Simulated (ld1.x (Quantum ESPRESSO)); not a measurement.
# Before and after: RRKJ potential for P

P, norm-conserving RRKJ (Kleinman–Bylander form), made with ld1.x (Quantum ESPRESSO) 7.5 (PW91, scalar-relativistic). Core [Ne], reference 3s1 3p4. Waves: 3s (bound): rc 1.30 bohr; 3p (bound): rc 1.45 bohr. Local part: all-electron potential smoothed inside 1.00 bohr (lloc = -1). Core correction: none. rho0 = 0.005.

Change: local potential all-electron potential smoothed inside 0.58 bohr (lloc = -1).

Cutoffs: the cutoffs (Ry, on a coarse ladder) from which the occupation-weighted sum of valence levels, in a spherical-Bessel basis at the reference potential, stays within 10 and 1 mRy of its value at 400 Ry; they do not see the model core or the augmentation charge, which bear on the density cutoff. Errors are all-electron minus pseudo energies relative to the spin-unpolarised reference configuration.

Problem. Predict the effect on cutoff, ghosts and configuration errors.

Solution. The potential gets harder (18 Ry and 45 Ry → 25 Ry and 45 Ry); a bound ghost appears in s, which as a rule spoils a file; of the 7 tests that both files solve, the error grows in 0 and shrinks in 3 by more than 15 % and 0.3 meV (median size 2.5 → 0.8 meV); the range in which the s phases agree widens (upper end -0.3 → at the end of the scan); the range in which the p phases agree narrows (upper end 3.0 → 1.5). In the separable form a ghost depends on how the local part lies against the semilocal potential of the channel, so the choice of the local part can create or remove one.

```tsv
quantity	base	changed
cutoff, loose	18 Ry	25 Ry
cutoff, tight	45 Ry	45 Ry
loose cutoff by channel (10 mRy a level)	s 18 Ry, p 8 Ry	s 15 Ry, p 8 Ry
bound ghosts	none	s
error for 3s2 3p3, meV [ΔE -8.54 eV]	+2.5	+0.8
error for 3s2 3p2, meV [ΔE 1.24 eV]	-0.3	-0.4
error for 3s2 3p1, meV [ΔE 20.44 eV]	+53	+8.8
error for 3s0 3p5, meV [ΔE 8.67 eV]	-0.1	+0.2
error for 3s2 3p2.5, meV [ΔE -4.74 eV]	-0.2	-0.5
error for 3s2 3p0, meV [ΔE 50.26 eV]	+416	+38
error for 3s1 3p3, meV [ΔE 10.36 eV]	+4.5	+3.9
s: phases at 1.60 bohr within 0.05 rad from the reference energy up to (Ry; the scan ends near 5)	-0.3	to the end of the scan
p: phases at 1.60 bohr within 0.05 rad from the reference energy up to (Ry; the scan ends near 5)	3.0	1.5
```

 A true bound ghost makes a file unfit for plane-wave use even where its test errors are small: the radial tests pick states by their node count and pass the ghost by.
